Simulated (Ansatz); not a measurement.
C2H4F2Si, SMILES F/C=C(/F)[SiH3].

The structure is a stationary point at B3LYP-D3(BJ)/def2-SVP. The structure was generated by enumeration; whether it is a known compound was not checked.

Two levels are set side by side: PBE/def2-SVPD (Ansatz, a program for electronic structure) and PBE0/def2-SVPD (Ansatz). Energy differences of separate SCF runs at the same geometry; the states with an electron removed or added have multiplicity 2 and 2. Differences are taken from unrounded values.

| quantity | PBE0 | PBE | PBE minus PBE0 |
|---|---|---|---|
| vertical ionisation energy (eV) | 9.93 | 9.68 | -0.24 |
| vertical singlet–triplet gap (eV) | 3.92 | 4.01 | 0.09 |
